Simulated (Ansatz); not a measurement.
Geometry optimisation, RHF/def2-SVP (Ansatz).

The input (input.yaml):

```yaml
crystal:
  periodic: [false, false, false]
  atoms:
    - { symbol: W, position_ang: [0.0, 0.0, 0.0] }
    - { symbol: H, position_ang: [0.0, 0.0, 2.07] }
    - { symbol: H, position_ang: [1.72, 0.0, 0.0] }
    - { symbol: H, position_ang: [0.0, 1.72, 0.0] }
    - { symbol: H, position_ang: [-1.72, 0.0, 0.0] }
    - { symbol: F, position_ang: [0.0, -1.85, 0.0] }
    - { symbol: H, position_ang: [0.0, 0.0, -1.72] }
    - { symbol: Cl, position_ang: [1.7619, -1.8472, 0.8482] }
    - { symbol: H, position_ang: [0.7109, -0.7453, 2.0759] }
basis:
  gaussian: { orbitals: def2-SVP }
hamiltonian:
  xc: hf
relax:
  f_tol: 0.15
  max_steps: 25
  restrain:
    - { distance: [0, 7], at: 3.59, k: 30.0 }
    - { distance: [8, 1], at: 1.86, k: 30.0 }
    - { distance: [0, 1], at: 1.72, k: 30.0 }
    - { distance: [8, 7], at: 1.37, k: 30.0 }
```

Run as:

```bash
$ ansatz run input.yaml --threads 1 --pin off --max-ram 2048MiB --backend cpu --events-out ev --progress --plain --runs-dir out
```

Task: Where does it end, and by what steps?

Result: It converged. The restraints hold the end off the free minimum. After 24 steps the energy has fallen by 9.603 eV (the restraints' own energy left out); H4 moved furthest, 1.87 Å. The start is strongly strained (largest force component 10 eV/Å), so its close contacts needn't be bonds. Parted: W1–Cl8 (2.69 → 3.60 Å). Joined: Cl8–H9 (1.96 → 1.32 Å).

```tsv
step	energy less start (eV)	largest force component (eV/Å)	accepted
0	0.0000	10.023	yes
1	-0.5641	6.836	yes
2	-1.8521	6.446	yes
3	-3.4617	5.509	yes
4	-5.0050	3.616	yes
5	-6.4466	1.817	yes
6	-7.4215	1.602	yes
7	-7.9580	1.666	yes
8	-8.1495	1.315	yes
9	-8.2428	1.975	yes
10	-8.3998	1.482	yes
11	-8.5355	1.343	yes
12	-8.6321	1.636	yes
13	-8.7995	1.745	yes
14	-8.9964	1.524	yes
15	-9.0755	1.123	yes
16	-9.0831	1.196	yes
17	-9.1392	1.301	yes
18	-9.2753	1.493	yes
19	-9.3585	1.727	yes
20	-9.5656	1.335	yes
21	-9.5874	1.356	yes
22	-9.5748	1.756	no
23	-9.5854	1.542	yes
24	-9.6026	1.379	yes
```

```xyz
9
Properties=species:S:1:pos:R:3
W -0.012 -0.236 -0.259
H 0.007 0.238 1.381
H 0.769 0.689 -1.410
H 1.406 0.507 0.228
H -1.493 0.252 0.345
F 0.067 -2.025 -0.637
H -1.008 0.553 -1.343
Cl 1.665 -1.938 2.427
H 1.072 -0.762 2.543
```

Time of the run: 54 s on 1 thread of Arm Neoverse V2, with other jobs on the host, peak memory 0.21 GiB.
